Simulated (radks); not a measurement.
Initial-state core-level shifts of neutral promethium when its valence configuration changes from [Xe] 4f5 6s2. Method: scalar-relativistic Kohn-Sham, LDA (Slater exchange, Perdew-Wang correlation), spin-polarised, spherical densities, finite nucleus; open shells are filled with parallel spins first (spin-orbit coupling, left out, can overturn this in heavy ions); Fermi nuclear charge, rms radius 4.962 fm; computed with a radial shooting solver on a logarithmic mesh with Libxc functionals. Shifts are changes of the shell-averaged eigenvalues in eV (positive: less bound); the change of the density at the nucleus, which sets a Mossbauer isomer shift, is in e/bohr^3, on a base of 5.117e+05.

| valence | 2p | 4s | 5s | 5p | density at nucleus |
|---|---|---|---|---|---|
| 4f5 5d1 6s1 | +1.261 | +1.230 | +1.449 | +1.391 | -20.72 |
| 4f4 6s2 6p1 | -10.112 | -10.568 | -6.649 | -5.768 | +40.95 |
| 4f5.5 6s1.5 | +3.229 | +3.440 | +2.210 | +1.895 | -21.51 |
| 4f5 6s1 6p1 | -1.111 | -1.112 | -1.099 | -1.070 | -17.40 |
| 4f6 6p1 | +3.979 | +4.360 | +2.291 | +1.779 | -53.41 |
| 4f4 5d1 6s2 | -6.833 | -7.344 | -3.437 | -2.719 | +29.01 |
| 4f4.5 6s2 6p0.5 | -4.789 | -5.022 | -3.262 | -2.846 | +19.11 |
| 4f7 | +4.027 | +4.519 | +2.033 | +1.397 | -56.17 |
